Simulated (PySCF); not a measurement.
H5GaOSi (SMILES [SiH3][O][GaH2]), singlet, geometry from GFN2-xTB (such geometries of metal compounds can be far from the true shape); M062X/6-31G, TDA (PySCF).

Input for PySCF:
```python
from pyscf import gto, scf, dft, tdscf

mol = gto.Mole()
mol.atom = '''
    Ga   -0.187646    0.213614    1.189501
    H    -1.597964    0.694745    1.605508
    H     1.008287   -0.019575    2.142998
    O     0.074018   -0.091166   -0.490519
    Si    0.330367   -0.373704   -2.086782
    H     1.101518    0.765573   -2.589745
    H    -0.987342   -0.470237   -2.717900
    H     1.075243   -1.631369   -2.176304
'''
mol.basis = '6-31g'
mol.charge = 0
mol.spin = 0
mol.verbose = 4
mol.build()

mf = dft.RKS(mol)
mf.xc = 'm062x'
mf.kernel()
td = mf.TDA()
td.nstates = 2
td.kernel()
td.analyze()
```

Output, abridged:

```
PySCF version 2.14.0

[INPUT] verbose = 4
[INPUT] num. atoms = 8
[INPUT] num. electrons = 58
[INPUT] charge = 0
[INPUT] spin (= nelec alpha-beta = 2S) = 0
[INPUT] symmetry False subgroup None
[INPUT] Mole.unit = angstrom
[INPUT] Symbol           X                Y                Z      unit          X                Y                Z       unit  Magmom
[INPUT]  1 Ga    -0.187646000000   0.213614000000   1.189501000000 AA   -0.354599548370   0.403671956373   2.247831114896 Bohr   0.0
[INPUT]  2 H     -1.597964000000   0.694745000000   1.605508000000 AA   -3.019714316914   1.312877776411   3.033970410798 Bohr   0.0
[INPUT]  3 H      1.008287000000  -0.019575000000   2.142998000000 AA    1.905386284959  -0.036991388888   4.049679305491 Bohr   0.0
[INPUT]  4 O      0.074018000000  -0.091166000000  -0.490519000000 AA    0.139873748288  -0.172278771872  -0.926946568896 Bohr   0.0
[INPUT]  5 Si     0.330367000000  -0.373704000000  -2.086782000000 AA    0.624303150594  -0.706198211654  -3.943446461672 Bohr   0.0
[INPUT]  6 H      1.101518000000   0.765573000000  -2.589745000000 AA    2.081567341279   1.446723298362  -4.893908782462 Bohr   0.0
[INPUT]  7 H     -0.987342000000  -0.470237000000  -2.717900000000 AA   -1.865805971280  -0.888619143637  -5.136086633955 Bohr   0.0
[INPUT]  8 H      1.075243000000  -1.631369000000  -2.176304000000 AA    2.031914787356  -3.082840618106  -4.112618523795 Bohr   0.0

nuclear repulsion = 241.896313786047
number of shells = 33
number of NR pGTOs = 178
number of NR cGTOs = 59
basis = 6-31g
ecp = {}

******** <class 'pyscf.dft.rks.RKS'> ********
method = RKS
initial guess = minao
damping factor = 0
level_shift factor = 0
DIIS = <class 'pyscf.scf.diis.CDIIS'>
diis_start_cycle = 1
diis_space = 8
diis_damp = 0
SCF conv_tol = 1e-09
SCF conv_tol_grad = None
SCF max_cycles = 50
direct_scf = True
direct_scf_tol = 1e-13
XC library pyscf.dft.libxc version 7.1.2
    S. Lehtola, C. Steigemann, M. J. T. Oliveira, and M. A. L. Marques,  SoftwareX 7, 1–5 (2018)
XC functionals = m062x
    Y. Zhao and D. G. Truhlar,  Theor. Chem. Acc. 120, 215 (2008)
    Y. Zhao and D. G. Truhlar,  Theor. Chem. Acc. 120, 215 (2008)
radial grids:
    Treutler-Ahlrichs [JCP 102, 346 (1995); DOI:10.1063/1.469408] (M4) radial grids

becke partition: Becke, JCP 88, 2547 (1988); DOI:10.1063/1.454033
pruning grids: <function nwchem_prune>
grids dens level: 3
symmetrized grids: False
atomic radii adjust function: <function treutler_atomic_radii_adjust>
small_rho_cutoff = 0
Set gradient conv threshold to 3.16228e-05
Initial guess from minao.
tot grids = 103208
init E= -2291.63901968748
  HOMO = -0.32491555044837  LUMO = -0.0444443543427702  gap/eV = 7.63201
cycle= 1 E= -2292.01506201972  delta_E= -0.376  |g|= 0.72  |ddm|= 2.56
  HOMO = -0.18693652748022  LUMO = -0.011890750587821  gap/eV = 4.76324
cycle= 2 E= -2291.86284702314  delta_E= 0.152  |g|= 1.15  |ddm|= 1.39
  HOMO = -0.334122196343424  LUMO = -0.0286262926019898  gap/eV = 8.31297
cycle= 3 E= -2292.12320838226  delta_E= -0.26  |g|= 0.0482  |ddm|= 0.891
  HOMO = -0.328099190403783  LUMO = -0.0242495808062819  gap/eV = 8.26817
cycle= 4 E= -2292.12376248258  delta_E= -0.000554  |g|= 0.0161  |ddm|= 0.064
  HOMO = -0.328595424110811  LUMO = -0.0242018866066358  gap/eV = 8.28297
cycle= 5 E= -2292.12379762389  delta_E= -3.51e-05  |g|= 0.00406  |ddm|= 0.0131
  HOMO = -0.328927142523059  LUMO = -0.0244544093192878  gap/eV = 8.28513
cycle= 6 E= -2292.12379983284  delta_E= -2.21e-06  |g|= 0.000414  |ddm|= 0.00378
  HOMO = -0.328919613819231  LUMO = -0.0244526606573312  gap/eV = 8.28497
cycle= 7 E= -2292.12379993364  delta_E= -1.01e-07  |g|= 7.21e-05  |ddm|= 0.00103
  HOMO = -0.328921383930299  LUMO = -0.0244318057025623  gap/eV = 8.28558
cycle= 8 E= -2292.12379993744  delta_E= -3.8e-09  |g|= 1.77e-05  |ddm|= 0.000234
  HOMO = -0.328924231977758  LUMO = -0.0244347363879269  gap/eV = 8.28558
cycle= 9 E= -2292.12379993763  delta_E= -1.9e-10  |g|= 3.92e-06  |ddm|= 4.41e-05
  HOMO = -0.328924898505397  LUMO = -0.0244341794749761  gap/eV = 8.28561
Extra cycle  E= -2292.12379993764  delta_E= -1.68e-11  |g|= 2.74e-06  |ddm|= 8.89e-06
converged SCF energy = -2292.12379993764

******** <class 'pyscf.tdscf.rks.TDA'> for <class 'pyscf.dft.rks.RKS'> ********
nstates = 2 singlet
deg_eia_thresh = 1.000e-03
wfnsym = None
conv_tol = 1e-05
eigh lindep = 1e-12
eigh level_shift = 0
eigh max_cycle = 100

Excitation energies (eV)
[5.07106017 6.74687205]

** Singlet excitation energies and oscillator strengths **
Excited State   1:      5.07106 eV    244.49 nm  f=0.0002
      29 -> 30       -0.69562
Excited State   2:      6.74687 eV    183.77 nm  f=0.1554
      28 -> 30       -0.67484
      29 -> 31        0.12150

** Transition electric dipole moments (AU) **
state          X           Y           Z        Dip. S.      Osc.
  1        -0.0201      0.0320     -0.0089      0.0015      0.0002
  2         0.1804     -0.1225     -0.9447      0.9400      0.1554

** Transition velocity dipole moments (imaginary part, AU) **
state          X           Y           Z        Dip. S.      Osc.
  1        -0.0027      0.0042     -0.0012      0.0000      0.0001
  2         0.0117     -0.0139     -0.1434      0.0209      0.0562

** Transition magnetic dipole moments (imaginary part, AU) **
state          X           Y           Z
  1         0.1189     -0.1919     -0.9562
  2        -0.0543      0.0610     -0.0339
```
